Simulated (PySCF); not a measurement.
## Bond curve of RbLi

Set-up: PySCF, scalar-relativistic core potentials, basis sets Rb def2-SVP with ECP28, Li def2-SVP. Energies in eV from Rb + Li in their ground configurations at the same level. State: ¹Σ⁺ (singlet), closed shell.

All columns are M06. A positive dipole means Rb(−)Li(+).

| R (Å) | E (eV) | μ (D) | Mulliken charge on Rb (basis-dependent) | HOMO (eV) | LUMO (eV) | Mayer bond order | ⟨S²⟩ |
| --- | --- | --- | --- | --- | --- | --- | --- |
| 3.069 | -0.678 | -3.72 | -0.15 | -3.12 | -1.08 | 0.98 | 0.00 |
| 3.212 | -0.742 | -3.98 | -0.14 | -3.07 | -1.08 | 0.98 | 0.00 |
| 3.355 | -0.778 | -4.22 | -0.14 | -3.02 | -1.09 | 0.98 | 0.00 |
| 3.462 | -0.792 | -4.39 | -0.14 | -2.99 | -1.09 | 0.98 | 0.00 |
| 3.569 | -0.797 | -4.55 | -0.14 | -2.96 | -1.10 | 0.98 | 0.00 |
| 3.676 | -0.795 | -4.72 | -0.14 | -2.93 | -1.11 | 0.98 | 0.00 |
| 3.819 | -0.777 | -4.97 | -0.14 | -2.90 | -1.13 | 0.98 | 0.00 |
| 3.997 | -0.738 | -5.31 | -0.13 | -2.86 | -1.17 | 0.98 | 0.00 |
| 4.211 | -0.674 | -5.72 | -0.11 | -2.81 | -1.20 | 0.99 | 0.00 |
| 4.497 | -0.575 | -6.22 | -0.06 | -2.75 | -1.24 | 1.00 | 0.00 |

A fit through these points gives, at Re = 3.583 Å, μ = -4.57 D and dμ/dR = -1.54 D/Å; the reduced mass is 6.481 u.

How strong is the fundamental in the double-harmonic approximation, I = 42.26·(dμ/dR)²/μred km/mol?

I = 42.26·(-1.54)²/6.481 = 15.5 km/mol at M06.

Closed-shell solutions of metal pairs were not tested for spin polarisation, which can lower them a little.
